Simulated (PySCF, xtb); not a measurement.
BrH, SMILES Br.

Harmonic wavenumbers (cm⁻¹) from GFN2-xTB run with xtb at its own minimum, in rising order: 2346.

What does PBE-D3(BJ)/def2-TZVPD (PySCF) give at its own minimum? (Estimate from the structure and the level; the computed values follow.)

2575. Paired by order, the mean absolute difference is 228 cm⁻¹ and the zero-point energies are 3.4 and 3.7 kcal/mol.
